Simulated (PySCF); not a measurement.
PySCF input (HF/def2-TZVPD):

```python
from pyscf import gto, scf, dft

mol = gto.M(
    atom='''
    C    -2.17503308   -0.29959805    0.07444325
    Si   -0.47482647   -0.04791916    0.01223058
    Cl    0.49155169   -1.22487929   -1.45678831
    Cl    0.48861217    1.85441152   -0.42768790
    Cl    0.49996816   -0.46603415    1.84310296
    H    -2.72995297    0.05048894    0.93850926
    H    -2.73452241   -0.36149959   -0.85305173
    ''',
    basis='def2-tzvpd',
    charge=-1,
    spin=0,
    verbose=4,
)

mf = scf.RHF(mol).density_fit(auxbasis='def2-universal-jkfit')
mf.conv_tol = 1e-9
mf.max_cycle = 100
mf.max_memory = 1500
mf.kernel()
if not mf.converged:
    mf = mf.newton()
    mf.kernel(mf.make_rdm1())
mf.analyze()
```

Output:

```
PySCF version 2.14.0

[INPUT] verbose = 4
[INPUT] num. atoms = 7
[INPUT] num. electrons = 74
[INPUT] charge = -1
[INPUT] spin (= nelec alpha-beta = 2S) = 0
[INPUT] symmetry False subgroup None
[INPUT] Mole.unit = angstrom
[INPUT] Symbol           X                Y                Z      unit          X                Y                Z       unit  Magmom
[INPUT]  1 C     -2.175033080000  -0.299598050000   0.074443250000 AA   -4.110216833069  -0.566158261954   0.140677354323 Bohr   0.0
[INPUT]  2 Si    -0.474826470000  -0.047919160000   0.012230580000 AA   -0.897291984994  -0.090554088519   0.023112446545 Bohr   0.0
[INPUT]  3 Cl     0.491551690000  -1.224879290000  -1.456788310000 AA    0.928898070167  -2.314686393752  -2.752930927368 Bohr   0.0
[INPUT]  4 Cl     0.488612170000   1.854411520000  -0.427687900000 AA    0.923343182429   3.504329895038  -0.808212997790 Bohr   0.0
[INPUT]  5 Cl     0.499968160000  -0.466034150000   1.843102960000 AA    0.944802893403  -0.880676908194   3.482959813775 Bohr   0.0
[INPUT]  6 H     -2.729952970000   0.050488940000   0.938509260000 AA   -5.158863446243   0.095410268920   1.773525466768 Bohr   0.0
[INPUT]  7 H     -2.734522410000  -0.361499590000  -0.853051730000 AA   -5.167498436386  -0.683135219243  -1.612034139786 Bohr   0.0

nuclear repulsion = 417.674861729868
number of shells = 86
number of NR pGTOs = 359
number of NR cGTOs = 236
basis = def2-tzvpd
ecp = {}

******** <class 'pyscf.df.df_jk.DFRHF'> ********
method = DFRHF
initial guess = minao
damping factor = 0
level_shift factor = 0
DIIS = <class 'pyscf.scf.diis.CDIIS'>
diis_start_cycle = 1
diis_space = 8
diis_damp = 0
SCF conv_tol = 1e-09
SCF conv_tol_grad = None
SCF max_cycles = 100
direct_scf = False
Set gradient conv threshold to 3.16228e-05
Initial guess from minao.
******** <class 'pyscf.df.df.DF'> ********
auxbasis = def2-universal-jkfit
init E= -1706.99559614367
  HOMO = -0.192249598316668  LUMO = 0.0212455712309279  gap/eV = 5.80950
cycle= 1 E= -1706.62502380566  delta_E= 0.371  |g|= 0.453  |ddm|= 2.06
  HOMO = -0.109319907583711  LUMO = 0.156874988073676  gap/eV = 7.24353
cycle= 2 E= -1706.67439105815  delta_E= -0.0494  |g|= 0.226  |ddm|= 0.742
  HOMO = -0.119164450436433  LUMO = 0.155939273575739  gap/eV = 7.48595
cycle= 3 E= -1706.68688512106  delta_E= -0.0125  |g|= 0.0486  |ddm|= 0.235
  HOMO = -0.122544048778089  LUMO = 0.15522066201645  gap/eV = 7.55836
cycle= 4 E= -1706.68797925068  delta_E= -0.00109  |g|= 0.0139  |ddm|= 0.0964
  HOMO = -0.120061378969769  LUMO = 0.155344476424712  gap/eV = 7.49418
cycle= 5 E= -1706.68809039118  delta_E= -0.000111  |g|= 0.00468  |ddm|= 0.0389
  HOMO = -0.12035451040326  LUMO = 0.15532799021943  gap/eV = 7.50170
cycle= 6 E= -1706.6881073678  delta_E= -1.7e-05  |g|= 0.00158  |ddm|= 0.0149
  HOMO = -0.119905313757229  LUMO = 0.155307142648173  gap/eV = 7.48891
cycle= 7 E= -1706.68810983724  delta_E= -2.47e-06  |g|= 0.00063  |ddm|= 0.00702
  HOMO = -0.120016883316207  LUMO = 0.155308904109149  gap/eV = 7.49200
cycle= 8 E= -1706.68811005592  delta_E= -2.19e-07  |g|= 0.000157  |ddm|= 0.00177
  HOMO = -0.119979285622655  LUMO = 0.155307000190725  gap/eV = 7.49092
[...]
cycle= 11 E= -1706.6881100814  delta_E= -1.69e-10  |g|= 4.7e-06  |ddm|= 4.6e-05
  HOMO = -0.119978095895071  LUMO = 0.15530697836821  gap/eV = 7.49089
Extra cycle  E= -1706.68811008142  delta_E= -1.55e-11  |g|= 2.31e-06  |ddm|= 1.42e-05
converged SCF energy = -1706.68811008142
**** SCF Summaries ****
Total Energy =                       -1706.688110081415516
Nuclear Repulsion Energy =             417.674861729867814
One-electron Energy =                -3205.723768846525218
Two-electron Energy =                 1081.360797035241603
Two-electron Coulomb Energy =         1190.642971143347268
DFT Exchange-Correlation Energy =     -109.282174108105664
HOMO-LUMO gap [eV] =                     7.490888421322521
**** MO energy ****
MO #1   energy= -104.668697876894  occ= 2
MO #2   energy= -104.668697623558  occ= 2
MO #3   energy= -104.655052411175  occ= 2
MO #4   energy= -68.696454576726   occ= 2
MO #5   energy= -11.0002978379146  occ= 2
MO #6   energy= -10.3982899316415  occ= 2
MO #7   energy= -10.3982852913596  occ= 2
MO #8   energy= -10.3844173436692  occ= 2
MO #9   energy= -7.8649523897159   occ= 2
MO #10  energy= -7.86495028274392  occ= 2
MO #11  energy= -7.8641453289327   occ= 2
MO #12  energy= -7.86414461905694  occ= 2
MO #13  energy= -7.86411164744849  occ= 2
MO #14  energy= -7.86411123560789  occ= 2
MO #15  energy= -7.85098404905136  occ= 2
MO #16  energy= -7.85025847384848  occ= 2
MO #17  energy= -7.85023165920439  occ= 2
MO #18  energy= -6.03384853984782  occ= 2
MO #19  energy= -4.1412227646123   occ= 2
MO #20  energy= -4.14044372942806  occ= 2
MO #21  energy= -4.13889743719508  occ= 2
MO #22  energy= -0.955199361759284 occ= 2
MO #23  energy= -0.923112727994313 occ= 2
MO #24  energy= -0.907742103287667 occ= 2
MO #25  energy= -0.718582204526353 occ= 2
MO #26  energy= -0.501470031314675 occ= 2
MO #27  energy= -0.403324394776974 occ= 2
MO #28  energy= -0.379868644479995 occ= 2
MO #29  energy= -0.364050604487158 occ= 2
MO #30  energy= -0.362131663153903 occ= 2
MO #31  energy= -0.32421794173352  occ= 2
MO #32  energy= -0.320867466021064 occ= 2
MO #33  energy= -0.298119838018447 occ= 2
MO #34  energy= -0.291826274884847 occ= 2
MO #35  energy= -0.287213725850456 occ= 2
MO #36  energy= -0.280883713803118 occ= 2
MO #37  energy= -0.119978095895071 occ= 2
MO #38  energy= 0.15530697836821   occ= 0
MO #39  energy= 0.167116269872012  occ= 0
MO #40  energy= 0.170624515448486  occ= 0
MO #41  energy= 0.193012300043503  occ= 0
MO #42  energy= 0.203225140238834  occ= 0
MO #43  energy= 0.204371615815543  occ= 0
MO #44  energy= 0.214424011927861  occ= 0
MO #45  energy= 0.219590350804903  occ= 0
MO #46  energy= 0.227718747359507  occ= 0
MO #47  energy= 0.246672299688296  occ= 0
MO #48  energy= 0.2659575378272    occ= 0
MO #49  energy= 0.292768340882673  occ= 0
MO #50  energy= 0.305854802632152  occ= 0
MO #51  energy= 0.309607082264544  occ= 0
MO #52  energy= 0.32232884153847   occ= 0
MO #53  energy= 0.341539838139757  occ= 0
MO #54  energy= 0.349982363427456  occ= 0
MO #55  energy= 0.354495698917499  occ= 0
MO #56  energy= 0.368313608458571  occ= 0
MO #57  energy= 0.390121932163302  occ= 0
MO #58  energy= 0.392151865621371  occ= 0
MO #59  energy= 0.403309774404133  occ= 0
MO #60  energy= 0.406927373424331  occ= 0
MO #61  energy= 0.415270532870128  occ= 0
MO #62  energy= 0.418963749872754  occ= 0
MO #63  energy= 0.428748193282994  occ= 0
MO #64  energy= 0.439126797441762  occ= 0
MO #65  energy= 0.444402301638416  occ= 0
MO #66  energy= 0.449379155117917  occ= 0
MO #67  energy= 0.468439086184145  occ= 0
MO #68  energy= 0.480223371969287  occ= 0
MO #69  energy= 0.483862533565598  occ= 0
MO #70  energy= 0.492871933200965  occ= 0
MO #71  energy= 0.494944624718583  occ= 0
MO #72  energy= 0.507707601042863  occ= 0
MO #73  energy= 0.517156205983695  occ= 0
MO #74  energy= 0.522229237564094  occ= 0
MO #75  energy= 0.534847196882232  occ= 0
MO #76  energy= 0.536933607948582  occ= 0
MO #77  energy= 0.542800709683238  occ= 0
MO #78  energy= 0.545969186822157  occ= 0
MO #79  energy= 0.54973659742097   occ= 0
MO #80  energy= 0.55472663911977   occ= 0
MO #81  energy= 0.572834681940663  occ= 0
MO #82  energy= 0.578636602228304  occ= 0
MO #83  energy= 0.599356154764262  occ= 0
MO #84  energy= 0.607236194584895  occ= 0
MO #85  energy= 0.61026549727422   occ= 0
MO #86  energy= 0.638165694693573  occ= 0
MO #87  energy= 0.667625083417013  occ= 0
MO #88  energy= 0.683835149135706  occ= 0
MO #89  energy= 0.712566119545428  occ= 0
MO #90  energy= 0.723167284746354  occ= 0
MO #91  energy= 0.731602348153398  occ= 0
MO #92  energy= 0.738268744779774  occ= 0
MO #93  energy= 0.759285155641773  occ= 0
MO #94  energy= 0.781486821555031  occ= 0
MO #95  energy= 0.790860782355648  occ= 0
MO #96  energy= 0.804049672948294  occ= 0
MO #97  energy= 0.826752598107366  occ= 0
MO #98  energy= 0.847830698586248  occ= 0
MO #99  energy= 0.880628447849732  occ= 0
MO #100 energy= 0.883067179464765  occ= 0
MO #101 energy= 0.931451538071443  occ= 0
MO #102 energy= 0.933238325924992  occ= 0
MO #103 energy= 0.93886977869422   occ= 0
MO #104 energy= 0.9473714643491    occ= 0
MO #105 energy= 0.958170679409756  occ= 0
MO #106 energy= 0.961687684691243  occ= 0
MO #107 energy= 0.974189301157287  occ= 0
[...]
```

It need not be the lowest isomer of its formula. Whether it binds its extra electron was not tested at this geometry.
